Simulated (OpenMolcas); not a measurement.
# neutral gold: from CASSCF to CASPT2

```yaml
Program: OpenMolcas 26.06
Basis: ANO-RCC-VTZP [8s7p5d3f1g]
Scalar_Hamiltonian: DKH2, point nucleus
Active_space: 11 electrons in 6 orbitals (5d 6s)
State_averaging: 2S+1 = 2 even, 6 roots
Spin-orbit_coupling: RASSI with atomic mean-field integrals over the reference wave functions, term energies averaged over their components
```

Methods on the same reference wave functions:
A. CASSCF
B. SS-CASPT2, IPEA 0.25 Eh, imaginary shift 0.1 Eh (closed shells correlated: 5s 5p)
C. XMS-CASPT2, IPEA 0.25 Eh, imaginary shift 0.1 Eh (closed shells correlated: 5s 5p)

Energies in cm⁻¹ above 5d¹⁰ 6s ²S_1/2, the measured ground level; measured values from NIST Handbook of Basic Atomic Spectroscopic Data.

| Level | A | B | C | Measured |
| --- | --- | --- | --- | --- |
| 5d¹⁰ 6s ²S_1/2 | 0.0 | 0.0 | 0.0 | 0.0 |
| 5d⁹ 6s² ²D_5/2 | 5330 | 6650 | 7130 | 9161 |
| 5d⁹ 6s² ²D_3/2 | 17566 | 18890 | 19360 | 21435 |

Deviations, from unrounded energies. A percentage is the sum of absolute deviations over the sum of measured energies, with the sign that they share, or ± where signs differ.

| Against measurement | Levels | A | B | C |
| --- | --- | --- | --- | --- |
| mean absolute deviation (cm-1) | 2 | 3900 | 2500 | 2100 |
| other configurations (%) | 2 | -25.2 | -16.5 | -13.4 |

C lies closest to measurement on these levels and A furthest from it. The largest miss of C in the table is 5d⁹ 6s² ²D_3/2, by -2100 cm-1. The ranking rests on the paired levels alone, and a cruder setting can come out closer through cancelling errors.

Between B and C the level of the table that moves most is 5d⁹ 6s² ²D_3/2, by 480 cm-1 (lowest in B, highest in C). Moves below CASPT2's spread within the term are not significant.

The lowest spin-free term lies below A's lowest term by 0.600 hartree in B, 0.611 hartree in C.

Term energies are means over components that CASPT2 splits; among the terms shown or strongly mixed into the levels shown the widest spread is 350 cm-1 (5d⁹ 6s² ²D, B). A single d shell beside an s shell can misplace configurations of different d count against each other. Without dynamic correlation excited terms often stand tens of per cent too high (terms of higher spin than the ground term too low), and those without a measured partner can miss by more than the paired ones (holds for A). Measured partners are found by configuration, term and J. A level has none where our copy of the source lacks it or the pairing is in doubt (some pairs that miss far off the trend of their configuration count as doubtful), and it then counts in no deviation. Levels of configurations outside the active space are missing.
